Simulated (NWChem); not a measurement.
Basis-set dependence for Te (-1)

```xyz
1

Te     0.0000     0.0000     0.0000
```
Charge -1, spin multiplicity 2.

Program: NWChem.

Hartree-Fock energies in Ha, correlation energies in mHa.

Effective core potentials replace the inner electrons of Te; spin-orbit coupling is left out. The correlated methods keep 4 core orbitals frozen. No SCF solution was tested for a lower state. Open-shell Hartree-Fock references start from PBE0 orbitals. Coupled-cluster values serve here as a point of comparison, not as the truth.

```tsv
basis	functions	UHF	UMP2	SCS-UMP2	CCSD on ROHF	CCSD[T] on ROHF	CCSD(T) on ROHF	CCSD on UHF	CCSD[T] on UHF	CCSD(T) on UHF
def2-SVPD	35	-267.03752	-105.5	-99.6	-120.5	-123.9	-123.8	-117.6	-120.8	-120.7
def2-TZVPD	59	-267.04439	-440.2	-388.3	-426.6	-435.9	-435.7	-422.8	-431.8	-431.5
```

From def2-SVPD to def2-TZVPD the Hartree-Fock energy moves by -6.9 mHa and the UMP2 correlation energy by -334.7 mHa, which is 76 % of its value in the larger set.
